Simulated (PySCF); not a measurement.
## Spin states and ions at one geometry of [BiF]2+

PySCF 2.14.0, RKS PBE0, Bi def2-SVP with ECP60, F def2-SVP; non-relativistic Hamiltonian with scalar-relativistic core potentials where named; density fitting; no spin-orbit coupling; singlets restricted, open shells unrestricted. The geometry is relaxed for charge +2, singlet, vacuum:

```xyz
2

Bi    0.0000    0.0000   -0.1518
F     0.0000    0.0000    1.7858
```

Energies count from the relaxed state; an electron taken off or put on is at rest in vacuum. Charges and spins are Mulliken's.

Question: Order these states by energy, lowest first.
A. charge +1, doublet, vacuum
B. charge +2, triplet, vacuum
C. charge +2, singlet, vacuum
D. charge +3, doublet, vacuum

Answer: A (-15.52 eV), C (0.00 eV), B (4.86 eV), D (27.70 eV).

Question: How do charge and spin on the first atom follow?

Answer: 
| state | spin squared | charge on Bi1 (e) | spin on Bi1 (e) | dipole about the centre of mass (D) |
| --- | --- | --- | --- | --- |
| charge +2, singlet, vacuum | 0.00 | 2.21 | 0.00 | 3.09 |
| charge +2, triplet, vacuum | 2.01 | 1.91 | 1.19 | 0.48 |
| charge +3, doublet, vacuum | 0.75 | 2.70 | -0.01 | 0.87 |
| charge +1, doublet, vacuum | 0.75 | 1.35 | 0.97 | 3.04 |

With an electron taken off (doublet) the charges change, summed by element, by Bi +0.49 e, F +0.51 e. The vertical ionisation energy is 27.70 eV, against −ε(HOMO) = 25.01 eV of the relaxed state. The level lies 2.7 eV too high, as is usual for semilocal functionals and global hybrids, which keep a self-interaction error.

With an electron put on (doublet) the charges change, summed by element, by Bi -0.86 e, F -0.14 e. The vertical electron affinity is 15.52 eV, against −ε(LUMO) = 18.15 eV of the relaxed state.

Open shells may have lower solutions than those found.
